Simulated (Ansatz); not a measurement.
A made-up structure of AlBH$_{4}$Se, closed shell:

| atom | x (Å) | y (Å) | z (Å) |
| --- | --- | --- | --- |
| B1 | -1.5124 | 0.0037 | -0.5523 |
| Se2 | -0.7760 | 0.4125 | 1.1768 |
| Al3 | 1.4562 | 0.0190 | 0.6125 |
| H4 | -1.1124 | 1.2171 | 2.4095 |
| H5 | -2.6947 | 0.0958 | -0.6710 |
| H6 | 2.5345 | 0.2299 | 1.7498 |
| H7 | 1.8011 | -0.4356 | -0.8596 |

It is relaxed with PBE-D4/def2-SVP and then PBE0-D4/def2-TZVP (Ansatz 0.2.0). Atoms count as bonded within 1.22 times the sum of their covalent radii (H–H: 0.88 Å). The end point is not checked to be a true minimum.

Does its bonding change? (A judgement: the text doesn't fix the answer.)

The calculation gives: Yes. Formed: B1–Al3; broken: Se2–Al3.

Where it ends: The first stage lowers the energy by 2.85 eV in 24 steps. It ends as AlBH₄Se ([AlH2][BH][SeH]):
B1  (-0.658, 0.189, 0.556)
Se2  (-1.022, 1.545, 1.838)
Al3  (1.323, -0.301, -0.003)
H4  (-2.496, 1.489, 1.857)
H5  (-1.613, -0.361, 0.090)
H6  (2.143, -1.420, 0.778)
H7  (2.019, 0.402, -1.250)
(Å)

Labels in which every atom is bracketed show which atoms are joined, not bond orders.

For scale, one of the runs: PBE0-D4/def2-TZVP relaxation, 140 basis functions, launched by `ansatz run in.yaml --threads 2 --pin off --events-out ev --progress --plain --max-ram 4352MiB`. The run took about 15 s on 2 CPU threads of an Arm Neoverse V1 (shared host).
